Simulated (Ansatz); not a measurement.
`CN[SiH2][SiH3]` + H₂ → `CN[SiH3]` + SiH₄ at 600 K and 1 bar (hydrogenolysis of the Si–Si bond).

Program: Ansatz. Geometries: PBE0-D4/def2-TZVP. ΔE: electronic, gas phase. CCSD(T)/CBS adds triple-zeta CCSD(T) − MP2 to the extrapolated MP2 energy (def2 sets, frozen cores). This one scheme is used for every species. Each species was taken in one conformer, which may not be the lowest.

| species | CCSD(T)/CBS energy (Eh) | H − E (kJ/mol) | S (J/(mol·K)) |
| --- | --- | --- | --- |
| `CN[SiH2][SiH3]` | -676.32808 | 322.9 | 472.6 |
| H₂ | -1.17544 | 43.9 | 150.8 |
| `CN[SiH3]` | -386.04948 | 257.3 | 374.7 |
| SiH₄ | -291.46306 | 108.7 | 242.3 |

H − E and S are ideal-gas, rigid-rotor, harmonic terms from PBE0-D4/def2-TZVP, for one conformer and one mirror image of each species. The MP2-based limit puts H₂ 0.8 mEh under its directly extrapolated value; such offsets cancel only in part. 1 Eh = 2625.50 kJ/mol, R = 8.31446 J/(mol·K).

Task: By hand: ΔE, ΔH, ΔS and ΔG.

Result: ΔE = (-386.04948) + (-291.46306) − (-676.32808) − (-1.17544) = -0.00902 Eh = -23.7 kJ/mol. Δ(H − E) = 257.3 + 108.7 − 322.9 − 43.9 = -0.8, so ΔH = -24.5 kJ/mol. ΔS = 374.7 + 242.3 − 472.6 − 150.8 = -6.4 J/(mol·K). ΔG = -24.5 − 600 × (-6.4)/1000 = -20.7 kJ/mol.

Task: By hand: the equilibrium constant, and the temperature at which ΔG would vanish if ΔH and ΔS stayed fixed.

Result: log₁₀ K = −ΔG/(RT ln 10) = 1.8. ΔG = 0 at ΔH/ΔS = 3828 K, far beyond where these terms or the molecules hold.

The number of gas molecules stays the same, so ΔS is small and ΔH decides. A doubt of 5 kJ/mol in ΔE shifts log₁₀ K by 0.4 here. Other conformers and mirror images would add mixing entropy, several J/(mol·K) or more a flexible species. These are equilibria of isolated gas molecules and say nothing of rates. Largest T1 diagnostic: 0.012 (customary marks: 0.02 for closed shells, 0.045 for open ones).
